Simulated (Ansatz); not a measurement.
Reaction (formal exchange of groups at a Ge–Si bond): `Cl[SiH2][SiH2][GeH3]` + `OC1=CC1` → `[GeH3][C]1=CC1` + `O[SiH2][SiH2]Cl`

Calculated with Ansatz (gas phase, PBE0-D4/def2-TZVP geometries, no zero-point term in ΔE). CCSD(T)/CBS adds triple-zeta CCSD(T) − MP2 to the extrapolated MP2 energy (def2 sets, frozen cores). For Ge outer-core shells are correlated without core-valence functions, which leaves a few kJ/mol of doubt a bond. Scalar relativity is left out up to krypton. One conformer a species, not always the lowest.

```csv
species,SCS-MP2/def2-TZVPP energy (Eh)
`Cl[SiH2][SiH2][GeH3]`,-3117.59484
`OC1=CC1`,-191.47037
`[GeH3][C]1=CC1`,-2193.13498
`O[SiH2][SiH2]Cl`,-1115.98448
```

Work out ΔE.

ΔE = (-2193.13498) + (-1115.98448) − (-3117.59484) − (-191.47037) = -0.05425 Eh = -34.0 kcal/mol. CCSD(T)/CBS gives -31.4 kcal/mol.

Largest T1 diagnostic among the species: 0.012.

From PBE to PBE0 (25 % exact exchange), in def2-TZVPP and without D4, ΔE moves by −2.0 kcal/mol. In def2-TZVPP, CCSD(T) changes the Hartree–Fock value by +3.7 kcal/mol (the triples alone add +0.7 kcal/mol) and MP2 by +1.3 kcal/mol.
